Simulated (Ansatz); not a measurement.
Reaction (SMILES): OB(O)O[SiH3] → OB(O)O[SiH2] + H atom (the H-Si bond at the site shown breaks; other sites are not compared here)
Each molecule is optimised on its own at B3LYP-D3(BJ)/def2-TZVP (Ansatz, a first-principles code), one conformer each, not searched for the lowest.

Wanted: bond dissociation energy (electronic energy difference), in kJ/mol. Correlated levels leave the core frozen unless marked. Open shells are spin-unrestricted. Spin-orbit coupling is left out. No relativistic terms. CBS marks a two-point X^-3 extrapolation of the correlation energy; Hartree-Fock from the larger set.

CCSD(T)/CBS(cc-pV(T+d)Z,cc-pV(Q+d)Z) (Ansatz) gives 396.2 kJ/mol.

Q: Another calculation gave 377.3 kJ/mol. Which level was it?
A. PBE-QIDH/def2-TZVPD (Ansatz)
B. wB97X-V/def2-TZVPD (Ansatz)
C. PBE/def2-TZVPD (Ansatz)

A: A, PBE-QIDH/def2-TZVPD (Ansatz). The others give 365.1 (PBE), 392.7 (wB97X-V) kJ/mol.
